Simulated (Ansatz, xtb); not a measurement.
Molecule: C2H3O, net charge 0, doublet state. It need not be the lowest isomer of its formula. SMILES: [CH]=CO
Geometry from a B3LYP-D3(BJ)/def2-TZVP (Ansatz, an electronic-structure program) optimisation:
```
C
C 1 1.3068
O 1 1.3690 2 124.03
H 3 0.9622 1 109.19 2 -180.00
H 2 1.0734 1 137.80 3 -180.00
H 1 1.0926 2 120.40 5 0.00
```
Charge 0, spin multiplicity 2.

Harmonic wavenumbers from GFN2-xTB (xtb, at its own minimum), cm⁻¹: 220, 445, 622, 676, 727, 1096, 1194, 1266, 1723, 2730, 3251, 3568.

**Question.** Give the harmonic wavenumbers at B3LYP-D3(BJ)/def2-TZVP (Ansatz, finite differences of forces, unscaled).

**Answer.** 267, 488, 586, 764, 810, 1110, 1260, 1317, 1708, 3052, 3306, 3825 cm⁻¹. Zero-point energy 26.4 kcal/mol.

**Question.** From these and the geometry, give the ideal-gas thermochemistry at 298.15 K and 1 atm (rigid rotor, harmonic oscillator).

**Answer.** Point group Cs, rotational symmetry number 1. Rotational constants 87.2, 10.68, 9.515 GHz. S(trans) 37.21, S(rot) 21.12, S(vib) 3.34, S(elec, spin only) 1.38, S 63.0 cal/(mol K). H(298) - H(0) 3.05 kcal/mol; G - E(el) 10.7 kcal/mol.
